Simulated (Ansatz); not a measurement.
Gas-phase electronic energies from Ansatz, PBE0-D4/def2-TZVP geometries. CBS: MP2 limit from def2 TZ/QZ plus the TZ coupled-cluster correction, frozen cores. This one scheme is used for every species. Functionals use def2-TZVPP. B3LYP here is the variant with VWN-RPA as its local correlation; programs differ in this. For Br outer-core shells are correlated without core-valence functions, which leaves a few kJ/mol of doubt a bond. Scalar relativity is left out up to krypton. One conformer a species, not always the lowest.

`N=C(Br)C=O` + H–F → `N=C(F)C=O` + HBr  (substitution at a C–Br bond)

`N=C(Br)C=O`:

```xyz
7

N    -0.981   -0.912   -0.459
C     0.083   -0.339   -0.139
Br    1.845   -1.042   -0.318
C     0.003    1.047    0.449
O     0.945    1.693    0.791
H    -0.852   -1.843   -0.849
H    -1.044    1.396    0.525
```

H–F:

```xyz
2

F     0.081   -0.185   -0.413
H    -0.081    0.185    0.413
```

`N=C(F)C=O`:

Z-matrix (Å, degrees):
```
C
F 1 1.330
C 1 1.500 2 114.1
N 1 1.248 2 125.1 3 -180.0
O 3 1.195 1 123.3 2 0.0
H 3 1.105 1 112.7 2 -180.0
H 4 1.019 1 112.6 2 0.0
```

HBr:

Z-matrix (Å, degrees):
```
Br
H 1 1.420
```

```csv
level,ΔE (kcal/mol),difference from CCSD(T)/CBS
PBE-D4,2.1,-1.2
PBE0-D4,1.1,-2.2
B3LYP-D4,0.9,-2.4
ωB97X-V,-1.4,-4.7
BHLYP,-2.5,-5.8
MP2/def2-SVP,-2.3,-5.6
MP2/def2-TZVPP,5.1,1.8
CCSD(T)/def2-TZVPP,2.0,-1.3
MP2/CBS(def2),6.4,3.1
CCSD/CBS(def2),2.1,-1.2
CCSD(T)/CBS,3.3,0
```

Largest T1 diagnostic among the species: 0.015.

Leaving LDA and LC-ωPBE aside and taking each functional with its dispersion term where it has one, the values, not all of them listed here, spread over 5.2 kcal/mol, from CAM-B3LYP-D4 to revPBE-D4. LDA lies −0.9 kcal/mol from PBE without D4. In def2-TZVPP, CCSD(T) changes the Hartree–Fock value by +7.3 kcal/mol (the triples alone add +1.3 kcal/mol) and MP2 by +10.4 kcal/mol.
